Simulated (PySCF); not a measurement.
# Atomic charges against the basis set

Compound: CH5BFN.
Geometry (PBE0-D3(BJ)/def2-SVP, Å), atoms numbered from 1 in this order:
```xyz
9
CH5BFN angstrom
C     -1.0979    0.2654   -0.3688
B      0.2318    0.1788    0.4642
N      1.3619   -0.5460    0.0708
F      0.3008    0.8359    1.6387
H     -1.0566   -0.2529   -1.3378
H     -1.3644    1.3195   -0.5493
H     -1.9287   -0.1673    0.2133
H      2.2029   -0.5885    0.6313
H      1.4079   -1.0611   -0.7959
```

PBE0 throughout (PySCF), one geometry, spherical d and f functions. Isolated species at its PBE0-D3(BJ)/def2-SVP geometry, gas phase. Atoms taken as equivalent share a column and are averaged.

Mulliken charges (e):

```
        basis  functions      C1      B2      N3      F4  H5/H6/H7   H8/H9
       STO-3G         25  -0.346  +0.363  -0.484  -0.142    +0.070  +0.200
        6-31G         46  -0.736  +0.728  -0.850  -0.336    +0.174  +0.335
     pcSseg-0         46  -1.074  +0.929  -0.859  -0.348    +0.235  +0.324
       6-31G*         66  -0.738  +0.599  -0.802  -0.297    +0.180  +0.348
      cc-pVDZ         81  -0.191  +0.040  -0.049  -0.148    +0.050  +0.100
     def2-SVP         81  -0.205  +0.056  -0.137  -0.157    +0.057  +0.136
  aug-cc-pVDZ        137  +0.538  +0.920  -0.008  -0.554    -0.269  -0.045
6-311+G(2d,p)        138  -0.691  +0.777  -0.708  -0.327    +0.155  +0.243
    def2-TZVP        154  -0.475  +0.364  -0.493  -0.284    +0.133  +0.243
     IGLO-III        190  -0.553  +0.733  -0.554  -0.401    +0.120  +0.208
      cc-pVTZ        190  -0.379  +0.215  -0.224  -0.233    +0.102  +0.158
```

IAO charges (e):

```csv
basis,functions,C1,B2,N3,F4,H5/H6/H7,H8/H9
STO-3G,25,-0.542,+0.359,-0.483,-0.182,+0.134,+0.223
6-31G,46,-0.610,+0.499,-0.587,-0.339,+0.160,+0.278
pcSseg-0,46,-0.601,+0.470,-0.547,-0.325,+0.156,+0.267
6-31G*,66,-0.596,+0.529,-0.588,-0.343,+0.152,+0.271
cc-pVDZ,81,-0.595,+0.511,-0.576,-0.343,+0.152,+0.273
def2-SVP,81,-0.586,+0.506,-0.566,-0.341,+0.150,+0.269
aug-cc-pVDZ,137,-0.610,+0.524,-0.605,-0.352,+0.159,+0.284
"6-311+G(2d,p)",138,-0.614,+0.530,-0.608,-0.354,+0.159,+0.284
def2-TZVP,154,-0.615,+0.535,-0.607,-0.355,+0.159,+0.283
IGLO-III,190,-0.616,+0.534,-0.610,-0.355,+0.160,+0.284
cc-pVTZ,190,-0.616,+0.533,-0.605,-0.354,+0.159,+0.282
```

Some averages cover members that differ in this geometry, most widely: H5/H6/H7, Mulliken in aug-cc-pVDZ -0.352 to -0.218; H8/H9, Mulliken in aug-cc-pVDZ -0.086 to -0.003; H5/H6/H7, Mulliken in 6-311+G(2d,p) +0.134 to +0.166; H5/H6/H7, Mulliken in cc-pVDZ +0.032 to +0.059 e.

**Question.** Which scheme is steadiest as the basis changes?

**Answer.** Largest range over the bases for any column: IAO 0.18 e, Mulliken 1.61 e. IAO charges move least and Mulliken charges most, counted in e. Without the minimal STO-3G basis the ranges are IAO 0.07, Mulliken 1.61 e.

**Question.** What do the same runs give for the total energy, the frontier levels and the dipole moment?

**Answer.** 
```
        basis  energy (Eh)  HOMO (eV)  LUMO (eV)  μ (D)
       STO-3G    -217.4959      -5.07       5.27   1.64
        6-31G    -220.3831      -7.99       1.88   2.47
     pcSseg-0    -219.9473      -8.15       1.88   2.46
       6-31G*    -220.4234      -7.85       2.05   2.13
      cc-pVDZ    -220.4440      -7.98       1.83   2.25
     def2-SVP    -220.2727      -8.06       1.71   2.28
  aug-cc-pVDZ    -220.4634      -8.29      -0.23   2.15
6-311+G(2d,p)    -220.5099      -8.31      -0.06   2.22
    def2-TZVP    -220.5287      -8.27       0.78   2.19
     IGLO-III    -220.5360      -8.29       0.51   2.17
      cc-pVTZ    -220.5212      -8.22       1.10   2.20
```

The dipole is fixed by the density alone, so its range of 0.83 D shows that the density itself changes with the basis, not only its division among atoms.
